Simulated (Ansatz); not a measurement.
Ansatz (a program for electronic structure) input file for Sn(F)2 anion (F₂Sn), SMILES [F][Sn][F] (connectivity only; charge and spin as stated), charge -1, multiplicity 2, CAM-B3LYP/def2-TZVPD. Geometry optimised at B3LYP-D3(BJ)/def2-SVPD. The spin state was assumed, not searched. The isomer is the one that the SMILES or the coordinates give; other isomers of the formula were not compared. The def2 effective core potentials stand for the cores of Sn; spin–orbit coupling is left out.

Ansatz 0.2 input:
```yaml
crystal:
  periodic: [false, false, false]
  atoms:
    - {symbol: Sn, position_ang: [0.00000000, 0.00000000, 0.36781610]}
    - {symbol: F, position_ang: [0.00000000, -1.55015530, -1.02171139]}
    - {symbol: F, position_ang: [0.00000000, 1.55015530, -1.02171139]}
basis:
  gaussian:
    orbitals: def2-TZVPD
hamiltonian:
  xc: {name: CAM-B3LYP}
total_charge: -1
magnetization: {spin_polarized: true, initial_magnetization: 1}
```

Program output:

```
WARN ansatz: RAYON_NUM_THREADS=1 ignored (pool sized by the plan → 1); use --threads N
Functional definition: CAM-B3LYP
integrals: 0.06 GiB planned
858 factors; their error is unknown
integrals: 0.09 GiB planned
234 factors; integrals over basis functions are off by at most 5.4e-5 eV
mean field: 0.74 GiB planned
mean field evaluation 1: about -11269.0667 eV, gradient 1.4e1 eV
mean field evaluation 2: about -11269.0506 eV, gradient 1.6e1 eV
mean field evaluation 4: about -11269.7299 eV, gradient 6.3e-1 eV
mean field evaluation 8: about -11269.8080 eV, gradient 1.1e-1 eV
mean field evaluation 16: about -11269.8081 eV, gradient 2.9e-5 eV
mean field -11269.80811259 eV, -414.1578091873 hartree, gradient 2.6e-5 eV, S^2 0.754397; 0 other end points of the search recorded, 0 dependent functions left out
reference -11269.80821555 eV, -414.1578129710 hartree; 21, 20 occupied and 115, 116 virtual orbitals, 858 factors
Total energy: -11269.80821555 eV, -414.1578129710 hartree
```

The calculation finished and met its thresholds.
